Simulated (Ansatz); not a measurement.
Stepwise reaction of `CO[SiH](O)[SiH3]` with water, as a gas-phase model of exchange steps in deposition or etching. ΔE in kJ/mol.

Isolated molecules relaxed with PBE0-D4/def2-TZVP in Ansatz; ΔE leaves out vibrations. CCSD(T)/CBS is the MP2 limit (def2-TZVPP, def2-QZVPP) plus CCSD(T) − MP2 in def2-TZVPP, frozen cores. This one scheme is used for every species. DFT in def2-TZVPP. B3LYP here is the variant with VWN-RPA as its local correlation; programs differ in this. One conformer a species, not always the lowest.

```
step                                             reaction  PBE-D4  B3LYP-D4  ωB97M-V  CCSD(T)/CBS
   1  `CO[SiH](O)[SiH3]` + H₂O → `CO[SiH](O)[SiH2]O` + H₂   -45.9     -54.9    -52.9        -51.0
```

(1) Give the row of step 2, `CO[SiH](O)[SiH2]O` + H₂O → `CO[SiH](O)[SiH](O)O` + H₂. (Best estimate.)

(2) By hand: ΔE of the 2 steps together at CCSD(T)/CBS.

## Answers

(1) Ansatz gave: 
```
step                                                reaction  PBE-D4  B3LYP-D4  ωB97M-V  CCSD(T)/CBS
   2  `CO[SiH](O)[SiH2]O` + H₂O → `CO[SiH](O)[SiH](O)O` + H₂   -81.3     -87.1    -86.9        -84.0
```

(2) (-51.0) + (-84.0) = -135.0 kJ/mol, or -67.5 kJ/mol a step.

In ΔE each step is lower than the one before. All are downhill at CCSD(T)/CBS. PBE-D4 differs from CCSD(T)/CBS by 2.7 to 5.1 kJ/mol a step. Isolated molecules leave out the surface, adducts and barriers. Largest T1 diagnostic: 0.012.
